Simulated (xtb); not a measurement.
xtb input (GFN2-xTB):

```bash
xtb mol.xyz --gfn 2 --sp --chrg -1 --uhf 0
```
mol.xyz:
```
13

C      1.44426070    -0.53658161    -0.27402555
C      1.36902390     0.90871354     0.23061831
C     -0.09966705     0.54899598     0.74559223
C      0.14065038    -0.72927474     0.15909879
C     -1.28634728    -0.95967727    -0.32215211
C     -1.37294596     0.60773327    -0.18472220
H      2.26019345    -1.18278387    -0.58882787
H      1.29799486     1.63376910    -0.58908418
H      2.10293262     1.28829290     0.96136211
H     -1.43086623    -1.37938019    -1.32226701
H     -1.92490781    -1.48935370     0.39132526
H     -1.16856776     1.04398640    -1.17825130
H     -2.30662743     1.04601428     0.19928636
```

Output:

```
           -------------------------------------------------
          |                Calculation Setup                |
           -------------------------------------------------

           -------------------------------------------------
          |                 G F N 2 - x T B                 |
           -------------------------------------------------

        Reference                      10.1021/acs.jctc.8b01176
      * Hamiltonian:
        H0-scaling (s, p, d)           1.850000    2.230000    2.230000
        zeta-weighting                 0.500000
      * Dispersion:
        s8                             2.700000
        a1                             0.520000
        a2                             5.000000
        s9                             5.000000
      * Repulsion:
        kExp                           1.500000    1.000000
        rExp                           1.000000
      * Coulomb:
        alpha                          2.000000
        third order                    shell-resolved
        anisotropic                    true
        a3                             3.000000
        a5                             4.000000
        cn-shift                       1.200000
        cn-exp                         4.000000
        max-rad                        5.000000

          ...................................................
          :                      SETUP                      :
          :.................................................:
          :  # basis functions                  31          :
          :  # atomic orbitals                  31          :
          :  # shells                           19          :
          :  # electrons                        32          :
          :  max. iterations                   250          :
          :  Hamiltonian                  GFN2-xTB          :
          :  restarted?                      false          :
          :  GBSA solvation                  false          :
          :  PC potential                    false          :
          :  electronic temp.          300.0000000     K    :
          :  accuracy                    1.0000000          :
          :  -> integral cutoff          0.2500000E+02      :
          :  -> integral neglect         0.1000000E-07      :
          :  -> SCF convergence          0.1000000E-05 Eh   :
          :  -> wf. convergence          0.1000000E-03 e    :
          :  Broyden damping             0.4000000          :
          :  net charge                         -1          :
          :  unpaired electrons                  0          :
          ...................................................

 iter      E             dE          RMSdq      gap      omega  full diag
   1    -16.5435037 -0.165435E+02  0.377E+00    3.38       0.0  T
   2    -16.6044191 -0.609153E-01  0.213E+00    2.21       1.0  T
   3    -16.6222515 -0.178324E-01  0.148E+00    2.97       1.0  T
   4    -16.6257917 -0.354027E-02  0.610E-01    2.57       1.0  T
   5    -16.6286571 -0.286531E-02  0.282E-01    2.69       1.0  T
   6    -16.6293297 -0.672657E-03  0.899E-02    2.70       1.0  T
   7    -16.6293710 -0.412814E-04  0.367E-02    2.69       1.0  T
   8    -16.6293731 -0.214329E-05  0.891E-03    2.69       3.1  T
   9    -16.6293735 -0.392424E-06  0.301E-03    2.69       9.2  T
  10    -16.6293735 -0.107322E-07  0.818E-04    2.69      33.9  T
  11    -16.6293735 -0.198131E-08  0.244E-04    2.69     113.9  T

   *** convergence criteria satisfied after 11 iterations ***

         #    Occupation            Energy/Eh            Energy/eV
      -------------------------------------------------------------
         1        2.0000           -0.4185730             -11.3900
       ...           ...                  ...                  ...
        10        2.0000           -0.2591827              -7.0527
        11        2.0000           -0.2545531              -6.9267
        12        2.0000           -0.2148626              -5.8467
        13        2.0000           -0.1893926              -5.1536
        14        2.0000           -0.1740647              -4.7365
        15        2.0000           -0.1099439              -2.9917
        16        2.0000           -0.0709316              -1.9301 (HOMO)
        17                          0.0279670               0.7610 (LUMO)
        18                          0.1943512               5.2886
        19                          0.2305369               6.2732
        20                          0.2524837               6.8704
        21                          0.2939114               7.9977
       ...                                ...                  ...
        31                          0.8640885              23.5130
      -------------------------------------------------------------
                  HL-Gap            0.0988986 Eh            2.6912 eV
             Fermi-level           -0.0214823 Eh           -0.5846 eV

 SCC (total)                   0 d,  0 h,  0 min,  0.006 sec
 SCC setup                      ...        0 min,  0.000 sec (  1.570%)
 Dispersion                     ...        0 min,  0.000 sec (  1.013%)
 classical contributions        ...        0 min,  0.000 sec (  0.419%)
 integral evaluation            ...        0 min,  0.001 sec ( 14.585%)
 iterations                     ...        0 min,  0.003 sec ( 49.522%)
 molecular gradient             ...        0 min,  0.002 sec ( 31.049%)
 printout                       ...        0 min,  0.000 sec (  1.573%)

         :::::::::::::::::::::::::::::::::::::::::::::::::::::
         ::                     SUMMARY                     ::
         :::::::::::::::::::::::::::::::::::::::::::::::::::::
         :: total energy             -16.400987340056 Eh    ::
         :: gradient norm              0.047643355458 Eh/a0 ::
         :: HOMO-LUMO gap              2.691168572768 eV    ::
         ::.................................................::
         :: SCC energy               -16.629365700920 Eh    ::
         :: -> isotropic ES            0.119630550452 Eh    ::
         :: -> anisotropic ES          0.013306880448 Eh    ::
         :: -> anisotropic XC          0.007095838018 Eh    ::
         :: -> dispersion             -0.009396062187 Eh    ::
         :: repulsion energy           0.228378360864 Eh    ::
         :: add. restraining           0.000000000000 Eh    ::
         :: total charge              -1.000000000000 e     ::
         :::::::::::::::::::::::::::::::::::::::::::::::::::::

           -------------------------------------------------
          |                Property Printout                |
           -------------------------------------------------

    * Orbital Energies and Occupations

         #    Occupation            Energy/Eh            Energy/eV
      -------------------------------------------------------------
         1        2.0000           -0.4185730             -11.3900
       ...           ...                  ...                  ...
         4        2.0000           -0.3528682              -9.6020
         5        2.0000           -0.3355824              -9.1317
         6        2.0000           -0.3147715              -8.5654
         7        2.0000           -0.2923978              -7.9565
         8        2.0000           -0.2745538              -7.4710
         9        2.0000           -0.2707459              -7.3674
        10        2.0000           -0.2591827              -7.0527
        11        2.0000           -0.2545531              -6.9267
        12        2.0000           -0.2148626              -5.8467
        13        2.0000           -0.1893926              -5.1536
        14        2.0000           -0.1740647              -4.7365
        15        2.0000           -0.1099439              -2.9917
        16        2.0000           -0.0709316              -1.9301 (HOMO)
        17                          0.0279670               0.7610 (LUMO)
        18                          0.1943512               5.2886
        19                          0.2305369               6.2732
        20                          0.2524837               6.8704
        21                          0.2939114               7.9977
        22                          0.3245054               8.8302
        23                          0.3584286               9.7533
        24                          0.3616606               9.8413
        25                          0.3804457              10.3525
        26                          0.4035513              10.9812
        27                          0.4313258              11.7370
       ...                                ...                  ...
        31                          0.8640885              23.5130
      -------------------------------------------------------------
                  HL-Gap            0.0988986 Eh            2.6912 eV
             Fermi-level           -0.0214823 Eh           -0.5846 eV

     #   Z          covCN         q      C6AA      α(0)
     1   6 C        3.096    -0.149    31.704     9.228
     2   6 C        4.176    -0.032    21.061     6.518
     3   6 C        3.275    -0.278    33.897     9.378
     4   6 C        3.716    -0.047    21.539     6.630
     5   6 C        3.938    -0.043    21.269     6.554
     6   6 C        4.174    -0.027    20.970     6.504
     7   1 H        0.925    -0.101     5.591     3.698
     8   1 H        0.924    -0.053     4.161     3.190
     9   1 H        0.923    -0.072     4.669     3.379
    10   1 H        0.924    -0.050     4.092     3.163
    11   1 H        0.924    -0.033     3.690     3.004
    12   1 H        0.923    -0.055     4.207     3.208
    13   1 H        0.923    -0.061     4.382     3.274

 Mol. C6AA /au·bohr⁶  :       1976.807894
 Mol. C8AA /au·bohr⁸  :      44647.277677
 Mol. α(0) /au        :         67.727354

Wiberg/Mayer (AO) data.
largest (>0.10) Wiberg bond orders for each atom

 ---------------------------------------------------------------------------
     #   Z sym  total        # sym  WBO       # sym  WBO       # sym  WBO
 ---------------------------------------------------------------------------
     1   6 C    3.851 --     4 C    1.587     2 C    1.047     7 H    0.957
                             3 C    0.160
     2   6 C    3.964 --     1 C    1.047     9 H    0.967     8 H    0.964
                             3 C    0.909
     3   6 C    3.272 --     4 C    1.227     6 C    0.918     2 C    0.909
                             1 C    0.160
     4   6 C    3.920 --     1 C    1.587     3 C    1.227     5 C    0.979
     5   6 C    3.978 --     6 C    0.993     4 C    0.979    11 H    0.977
                            10 H    0.975
     6   6 C    3.951 --     5 C    0.993    12 H    0.973    13 H    0.971
                             3 C    0.918
     7   1 H    0.990 --     1 C    0.957
     8   1 H    0.997 --     2 C    0.964
     9   1 H    0.995 --     2 C    0.967
    10   1 H    0.997 --     5 C    0.975
    11   1 H    0.999 --     5 C    0.977
    12   1 H    0.997 --     6 C    0.973
    13   1 H    0.996 --     6 C    0.971
 ---------------------------------------------------------------------------

Topologies differ in total number of bonds
Writing topology from bond orders to xtbtopo.mol

molecular dipole:
                 x           y           z       tot (Debye)
 q only:       -0.480      -0.202      -0.067
   full:       -0.474      -0.300      -0.774       2.430
molecular quadrupole (traceless):
                xx          xy          yy          xz          yz          zz
 q only:       -4.817       0.274       1.181      -0.235      -1.464       3.636
  q+dip:       -1.647       0.924       0.655       0.145      -2.186       0.992
   full:       -2.093       1.043       1.150       0.415      -2.636       0.943
Note: The following floating-point exceptions are signalling: IEEE_UNDERFLOW_FLAG IEEE_DENORMAL
normal termination of xtb

           -------------------------------------------------
          | TOTAL ENERGY              -16.400987340056 Eh   |
          | GRADIENT NORM               0.047643355458 Eh/α |
          | HOMO-LUMO GAP               2.691168572768 eV   |
           -------------------------------------------------

------------------------------------------------------------------------
------------------------------------------------------------------------
 total:
 SCF:
```

It need not be the lowest isomer of its formula. Whether it binds its extra electron was not tested at this geometry.
